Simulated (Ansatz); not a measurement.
Cost and result for the atomization energy of `C[O][Ga]([SH])[SH]` (10 atoms, 9 bonds).

Cartesian coordinates in Å:
```
C 1.720 0.663 -0.099
O 0.584 0.226 -0.804
Ga -0.896 -0.344 -0.008
S -0.968 -0.384 2.185
S -2.534 -0.965 -1.316
H 2.591 0.075 -0.405
H 1.619 0.570 0.991
H 1.918 1.715 -0.327
H -2.220 -0.872 2.200
H -1.814 -0.683 -2.417
```

Total charge 0; spin multiplicity 1. Correlated methods include outer-core shells of Ga, which these sets cover unevenly. Scalar relativity is left out up to krypton. The structure was optimised at the PBE0-D4/def2-TZVP level. It is one conformer, not always the lowest. Program: Ansatz. Hardware: A = 2 threads of an AMD EPYC 7R13 on a shared host; B = 2 threads of an AMD EPYC 7R13 on a shared host and a share of an NVIDIA H100 80 GB. Times are those of one run each, without the atoms' runs, and a repeat can differ threefold. Electronic energies, without spin–orbit coupling; frozen cores. CCSD(T)/CBS adds CCSD(T) − MP2 in def2-TZVPP to the MP2 limit, and its time is that of the two runs behind it. T1 = 0.013. With those shells the extrapolation isn't a true limit. B3LYP takes the VWN-RPA correlation (the form of Gaussian; ORCA's B3LYP/G).

CCSD(T)/CBS is a level of theory with its own doubt, some kJ/mol a heavy atom from the limit and from the frozen cores, so smaller differences don't rank the functionals.

| level | functions | wall time |
| --- | --- | --- |
| CCSD(T)/def2-TZVPP [B] | 264 | 3 s |
| MP2/def2-QZVPP [B] | 493 | 4.4 s |
| PBE-D4/def2-TZVPP (with forces) [A] | 264 | 5.5 s |
| PBE0-D4/def2-TZVPP [A] | 264 | 7 s |
| CCSD(T)/CBS(def2) | – | 7.4 s |
| r2SCAN-D4/def2-TZVPP (with forces) [A] | 264 | 9 s |
| B3LYP-D4/def2-TZVPP (with forces) [A] | 264 | 10 s |
| B2PLYP/def2-TZVPP [A] | 264 | 12 s |
| ωB97X-V/def2-TZVPP [A] | 264 | 14 s |
| ωB97M-V/def2-TZVPP (with forces) [A] | 264 | 21 s |

Problem. What atomization energy does each give, and how far from CCSD(T)/CBS? (Estimate.)

Solution. Computed: 
```tsv
level	atomization (kJ/mol)	difference from CCSD(T)/CBS	per bond
CCSD(T)/def2-TZVPP [B]	3258.3	-87.9	-9.8
MP2/def2-QZVPP [B]	3371.6	25.4	2.8
PBE-D4/def2-TZVPP (with forces) [A]	3388.0	41.8	4.6
PBE0-D4/def2-TZVPP [A]	3325.7	-20.5	-2.3
CCSD(T)/CBS(def2)	3346.2	0.0	0.0
r2SCAN-D4/def2-TZVPP (with forces) [A]	3355.5	9.3	1.0
B3LYP-D4/def2-TZVPP (with forces) [A]	3303.5	-42.7	-4.7
B2PLYP/def2-TZVPP [A]	3279.1	-67.1	-7.5
ωB97X-V/def2-TZVPP [A]	3352.6	6.4	0.7
ωB97M-V/def2-TZVPP (with forces) [A]	3341.2	-5.0	-0.6
```

In def2-TZVPP, CCSD(T) changes the Hartree–Fock value by +911.0 kJ/mol (the triples alone add +60.5 kJ/mol) and MP2 by +973.1 kJ/mol; breaking electron pairs costs correlation energy, which Hartree–Fock lacks. The D4 term adds +41.4 kJ/mol with B3LYP and +22.0 kJ/mol with PBE0; it sums over pairs of atoms, weighted by their polarisabilities, and B3LYP, whose exchange is more repulsive, gets the larger term. From PBE to PBE0 (25 % exact exchange), in def2-TZVPP and without D4, the atomization energy moves by −58.8 kJ/mol: exact exchange takes away binding that semilocal exchange gives to molecules.
